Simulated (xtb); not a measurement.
B(H)(OH)(NH2) (BH₄NO), SMILES OBN. All values are semi-empirical tight-binding results from xtb (GFN2-xTB unless named), good for trends rather than for accurate numbers. The structure is a stationary point at GFN2-xTB. Other conformers were not sampled.

**Question.** Estimate the properties. (An estimate is asked for; the answer gives what the named calculation found.)

**Answer.** 
* **point group as xtb finds it**: Cs
* **orbital gap**: 7.06 eV
* **dipole moment**: 3.06 D
* **zero-point energy**: 32.9 kcal/mol
* **G − E(el) at 298.15 K (modified RRHO)**: 17.4 kcal/mol
* **static polarisability (D4 model)**: 30.3 bohr³
* **solvation energy, GFN2-xTB/ALPB(water)**: -7.1 kcal/mol
* **solvation energy, GFN2-xTB/ALPB(dmso)**: -8.5 kcal/mol

**Question.** Give the IR lines (harmonic; lines under 4 % of the strongest left out, lines within 3 cm⁻¹ merged). (Estimate from the structure and the level; the computed values follow.)

**Answer.** ν (cm⁻¹): 481 (m), 591 (s), 821 (w), 956 (m), 1048 (w), 1159 (w), 1349 (vs), 1546 (m), 2654 (m) (against the strongest line: vs over 80 %, s over 45 %, m over 15 %, w over 4 %, vw less)
